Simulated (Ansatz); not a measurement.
C3H8O2, charge +1, doublet, geometry from GFN2-xTB (a state made from the parent by changing its charge; the spin is typed, not shown lowest); Ansatz (a first-principles code) with B3LYP/cc-pVDZ.

Ansatz was given this input:
Ansatz 0.2 input:
```yaml
crystal:
  periodic: [false, false, false]
  atoms:
    - {symbol: C, position_ang: [1.81426179, 0.09406184, 0.39240456]}
    - {symbol: C, position_ang: [0.44933079, 0.41970845, -0.12989931]}
    - {symbol: O, position_ang: [-0.26653974, 1.33745720, 0.54478004]}
    - {symbol: C, position_ang: [-0.47729955, -1.00567937, -0.14957349]}
    - {symbol: O, position_ang: [-1.60068711, -0.83176109, -0.84307436]}
    - {symbol: H, position_ang: [2.43337789, 0.99299772, 0.30055944]}
    - {symbol: H, position_ang: [1.80659021, -0.18341774, 1.44661806]}
    - {symbol: H, position_ang: [2.29308471, -0.69394527, -0.18094597]}
    - {symbol: H, position_ang: [0.42551817, 0.67055383, -1.20030474]}
    - {symbol: H, position_ang: [0.04101484, 1.49507836, 1.45425721]}
    - {symbol: H, position_ang: [0.16087263, -1.72346247, -0.67132052]}
    - {symbol: H, position_ang: [-0.60421294, -1.22951919, 0.91565746]}
    - {symbol: H, position_ang: [-2.33618881, -0.42239982, -0.35575692]}
basis:
  gaussian:
    orbitals: cc-pVDZ
hamiltonian:
  xc: b3lyp
total_charge: 1
magnetization: {spin_polarized: true, initial_magnetization: 1}
accuracy: high
```

**Question.** Predict the main parts of the log of this Ansatz run.

**Answer.** 
```
Functional definition: B3LYP
2696 factors; integrals over basis functions are off by at most 3.6e-9 eV
mean field evaluation 1: about -7314.1155 eV, gradient 5.5e1 eV
mean field evaluation 2: about -7308.9159 eV, gradient 6.7e1 eV
mean field evaluation 4: about -7326.3882 eV, gradient 3.3e0 eV
mean field evaluation 8: about -7326.7056 eV, gradient 2.3e-1 eV
mean field evaluation 16: about -7326.7059 eV, gradient 6.5e-4 eV
mean field -7326.70593288 eV, -269.2514768136 hartree, gradient 8.8e-8 eV, S^2 0.753010; 0 other end points of the search recorded, 0 dependent functions left out
reference -7326.70597124 eV, -269.2514782234 hartree; 21, 20 occupied and 89, 90 virtual orbitals, 2696 factors
Total energy: -7326.70597124 eV, -269.2514782234 hartree
```
